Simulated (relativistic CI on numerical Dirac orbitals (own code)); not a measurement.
**Au IV: what numerical and physical settings do to a radial Dirac CI calculation**

Reference input:

```
atom Au  Z=79  charge=3  electrons=76
nucleus A=197  rms_radius_fm=5.4371
hamiltonian dirac-coulomb  breit=on  qed=on  c_scale=1
orbitals kli  potential=per-configuration
slater_scale 1
correlation none
mixing on
grid step=0.0125 r_max=64.9
scf mixing=0.4 start=green max_iterations=150 tolerance=2e-08 node_fill=0.05
configurations
  [Xe] 4f14 5d8
  [Xe] 4f14 5d7 6s
end
```

Computed lowest total energy -18996.94702 Ha, first excitation 8245.3 cm⁻¹, 25 SCF steps. Runs with settings changed; * marks those that are bad on purpose (the QED terms keep the true α when c is scaled):

```
                                     Changed    Outcome  Lowest level   ΔE (Ha)  First excitation (cm⁻¹)  SCF steps  Message
iteration limit 20, start potential previous  converged      5d8 3F_4  7.08e-09                   8245.3         22         
          grid step 0.03, iteration limit 30  converged      5d8 3F_4  0.000525                   8245.3         25         
                        start potential bare  converged      5d8 3F_4  1.63e-08                   8245.3         40         
                          speed of light × 2  converged      5d8 3F_4       892                   2845.9         24         
                        SCF tolerance 0.01 *  converged      5d8 3F_4  0.000902                   8253.0         12         
                  nuclear radius 543.71 fm *  converged      5d8 3F_4      2450                   9483.4         23
```

With so few configurations and no correlation, terms lie too far apart (by 10 to 50 % near neutrality), their order can be wrong, and levels of other configurations are missing.
